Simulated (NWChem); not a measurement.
System: Si$_{2}$H$_{3}$F, singlet; SMILES F[Si][SiH3]

Input file for NWChem:

```
start job
memory heap 200 mb stack 900 mb global 1100 mb
geometry units angstroms noautoz
  Si     0.522330    -0.881353     0.446762
  F     -0.648312    -1.474569    -0.543636
  Si    -0.080608     1.452264     0.070128
  H      0.782858     2.413064     0.828651
  H     -1.507127     1.673090     0.478802
  H      0.030966     1.768152    -1.392252
end
basis spherical
  * library def2-svp
end
dft
  xc xpbe96 cpbe96
  iterations 150
  vectors input atomic output neutral.movecs
end
task dft energy
charge 1
dft
  odft
  mult 2
  vectors input atomic output cation.movecs
end
task dft energy
```

Output (shortened):

```
             Northwest Computational Chemistry Package (NWChem) 7.3.0
             --------------------------------------------------------

 CS  symmetry detected

                             Geometry "geometry" -> ""
                             -------------------------

 Output coordinates in angstroms (scale by  1.889725989 to convert to a.u.)

  No.       Tag          Charge          X              Y              Z
 ---- ---------------- ---------- -------------- -------------- --------------
    1 Si                  14.0000     0.70808241     0.85743916     0.00000000
    2 F                    9.0000    -0.78877157     1.53760405     0.00000000
    3 Si                  14.0000    -0.12901901    -1.43393966     0.00000000
    4 H                    1.0000     0.96292088    -2.45948009     0.00000000
    5 H                    1.0000    -0.98543222    -1.65397471    -1.21198227
    6 H                    1.0000    -0.98543222    -1.65397471     1.21198227

 Effective nuclear repulsion energy (a.u.)     131.0958752082

      Symmetry information
      --------------------

 Group name             Cs
 Group number              2
 Group order               2
 No. of unique centers     5

  pbe96 is a nonlocal functional; adding pw91lda local functional.

                                 NWChem DFT Module
                                 -----------------

 Summary of "ao basis" -> "ao basis" (spherical)
 ------------------------------------------------------------------------------
       Tag                 Description            Shells   Functions and Types
 ---------------- ------------------------------  ------  ---------------------
 Si                         def2-svp                 8       18   4s3p1d
 F                          def2-svp                 6       14   3s2p1d
 H                          def2-svp                 3        5   2s1p

      Symmetry analysis of basis
      --------------------------

        a'         45
        a"         20

            General Information
            -------------------
          SCF calculation type: DFT
          Wavefunction type:  closed shell.
          No. of atoms     :     6
          No. of electrons :    40
           Alpha electrons :    20
            Beta electrons :    20
          Charge           :     0
          Spin multiplicity:     1
          Use of symmetry is: on ; symmetry adaption is: on
          Maximum number of iterations: 150
          AO basis - number of functions:    65
                     number of shells:    31
          Convergence on energy requested:  1.00D-06
          Convergence on density requested:  1.00D-05
          Convergence on gradient requested:  5.00D-04

              XC Information
              --------------
          PerdewBurkeErnzerhof Exchange Functional  1.000
            Perdew 1991 LDA Correlation Functional  1.000 local
           PerdewBurkeErnz. Correlation Functional  1.000 non-local

             Grid Information
             ----------------
          Grid used for XC integration:  medium
          Radial quadrature: Mura-Knowles
          Angular quadrature: Lebedev.
          Tag              B.-S. Rad. Rad. Pts. Rad. Cut. Ang. Pts.
          ---              ---------- --------- --------- ---------
          Si                  1.10       88          10.0       590
          F                   0.50       49          11.0       434
          H                   0.35       45          11.0       434
          Grid pruning is: on
          Number of quadrature shells:   315
          Spatial weights used:  Erf1

      Superposition of Atomic Density Guess
      -------------------------------------

 Sum of atomic energies:        -678.26743706

      Non-variational initial energy
      ------------------------------

 Total energy =    -678.613469
 1-e energy   =   -1202.672630
 2-e energy   =     392.963285
 HOMO         =      -0.193762
 LUMO         =      -0.064249

      Symmetry analysis of molecular orbitals - initial
      -------------------------------------------------

  Numbering of irreducible representations:

     1 a'          2 a"

  Orbital symmetries:

     1 a'          2 a'          3 a'          4 a'          5 a'
     6 a'          7 a"          8 a'          9 a'         10 a'
    11 a"         12 a'         13 a'         14 a'         15 a'
    16 a"         17 a'         18 a"         19 a'         20 a'
    21 a"         22 a'         23 a'         24 a"         25 a'
    26 a'         27 a'         28 a'         29 a"         30 a'

   convergence    iter        energy       DeltaE   RMS-Dens  Diis-err
 ---------------- ----- ----------------- --------- --------- ---------
 d= 0,ls=0.0,diis     1   -679.8842465350 -8.11D+02  2.69D-02  5.45D-01
 d= 0,ls=0.0,diis     2   -679.3398156378  5.44D-01  1.82D-02  6.22D+00
 d= 0,ls=0.0,diis     3   -679.9518762537 -6.12D-01  4.91D-03  1.66D-02
 d= 0,ls=0.0,diis     4   -679.9532731621 -1.40D-03  2.33D-03  7.34D-03
 d= 0,ls=0.0,diis     5   -679.9547038739 -1.43D-03  4.68D-04  2.02D-04
  Resetting Diis
 d= 0,ls=0.0,diis     6   -679.9547517967 -4.79D-05  1.17D-04  2.34D-05
 d= 0,ls=0.0,diis     7   -679.9547565709 -4.77D-06  3.02D-05  7.79D-07
 d= 0,ls=0.0,diis     8   -679.9547565257  4.52D-08  1.54D-05  1.33D-06
 d= 0,ls=0.0,diis     9   -679.9547567341 -2.08D-07  3.50D-06  1.26D-07

         Total DFT energy =     -679.954756734068
      One electron energy =    -1204.274712154261
           Coulomb energy =      446.144973379595
    Exchange-Corr. energy =      -52.920893167605
 Nuclear repulsion energy =      131.095875208204

 Numeric. integr. density =       40.000003126470

                  Occupations of the irreducible representations
                  ----------------------------------------------

                     irrep           alpha         beta
                     --------     --------     --------
                     a'               16.0         16.0
                     a"                4.0          4.0

                       DFT Final Molecular Orbital Analysis
                       ------------------------------------

 Vector   18  Occ=2.000000D+00  E=-3.107042D-01  Symmetry=a"
              MO Center= -6.7D-01, -1.5D+00,  6.8D-14, r^2= 2.3D+00
   Bfn.  Coefficient  Atom+Function         Bfn.  Coefficient  Atom+Function
  ----- ------------  ---------------      ----- ------------  ---------------
    56     -0.320534  5 H  s                 61      0.320534  6 H  s
    42      0.294327  3 Si pz                45      0.249835  3 Si pz
    39     -0.170748  3 Si pz                57     -0.156096  5 H  s
    62      0.156096  6 H  s                 24      0.083395  2 F  pz
    27     -0.059806  2 F  pz                49      0.054610  3 Si d  1

 Vector   19  Occ=2.000000D+00  E=-3.067134D-01  Symmetry=a'
              MO Center=  2.1D-01, -1.8D+00, -1.0D-13, r^2= 2.7D+00
   Bfn.  Coefficient  Atom+Function         Bfn.  Coefficient  Atom+Function
  ----- ------------  ---------------      ----- ------------  ---------------
    51      0.378980  4 H  s                 40      0.254643  3 Si px
    52      0.203621  4 H  s                 43      0.189088  3 Si px
    56     -0.170396  5 H  s                 61     -0.170396  6 H  s
    37     -0.146594  3 Si px                41     -0.140285  3 Si py
    23      0.132691  2 F  py                 3     -0.098020  1 Si s

 Vector   20  Occ=2.000000D+00  E=-1.978313D-01  Symmetry=a'
              MO Center=  5.5D-01,  3.2D-01, -2.0D-14, r^2= 3.7D+00
   Bfn.  Coefficient  Atom+Function         Bfn.  Coefficient  Atom+Function
  ----- ------------  ---------------      ----- ------------  ---------------
     4      0.343685  1 Si s                  3      0.263336  1 Si s
    44     -0.262271  3 Si py                41     -0.251477  3 Si py
     9      0.243522  1 Si py                11      0.231909  1 Si px
     8      0.209044  1 Si px                35     -0.198913  3 Si s
    12      0.196805  1 Si py                43     -0.167744  3 Si px

 Vector   21  Occ=0.000000D+00  E=-1.384486D-01  Symmetry=a"
              MO Center=  5.8D-01,  6.6D-01, -1.0D-15, r^2= 2.9D+00
   Bfn.  Coefficient  Atom+Function         Bfn.  Coefficient  Atom+Function
  ----- ------------  ---------------      ----- ------------  ---------------
    13      0.628233  1 Si pz                10      0.430247  1 Si pz
    24      0.224036  2 F  pz                 7     -0.218382  1 Si pz
    27     -0.192380  2 F  pz                57      0.168726  5 H  s
    62     -0.168726  6 H  s                 45      0.142325  3 Si pz
    56      0.091800  5 H  s                 61     -0.091800  6 H  s

 Vector   22  Occ=0.000000D+00  E=-3.847678D-02  Symmetry=a'
              MO Center=  4.6D-01,  3.9D-01,  6.0D-15, r^2= 4.1D+00
   Bfn.  Coefficient  Atom+Function         Bfn.  Coefficient  Atom+Function
  ----- ------------  ---------------      ----- ------------  ---------------
    12      0.633328  1 Si py                11     -0.461449  1 Si px
    44      0.398913  3 Si py                52      0.383332  4 H  s
    21     -0.348547  2 F  s                 43     -0.325545  3 Si px
    57     -0.232635  5 H  s                 62     -0.232635  6 H  s
     9      0.196380  1 Si py                36      0.184345  3 Si s

 Vector   23  Occ=0.000000D+00  E= 1.381372D-02  Symmetry=a'
              MO Center=  3.3D-01, -5.2D-01, -3.1D-14, r^2= 4.8D+00
   Bfn.  Coefficient  Atom+Function         Bfn.  Coefficient  Atom+Function
  ----- ------------  ---------------      ----- ------------  ---------------
    44      0.845757  3 Si py                12      0.836012  1 Si py
    43      0.687703  3 Si px                36      0.681373  3 Si s
     4     -0.595955  1 Si s                 11      0.517249  1 Si px
     3     -0.429268  1 Si s                 52     -0.301752  4 H  s
     9      0.272527  1 Si py                35      0.244925  3 Si s

[...]
```

Level: PBE/def2-SVP, vertical spin-unrestricted ions. Low-valent species are run as closed-shell singlets; no triplet was tried in these runs. Geometry: optimised at PBE0/def2-SVP.
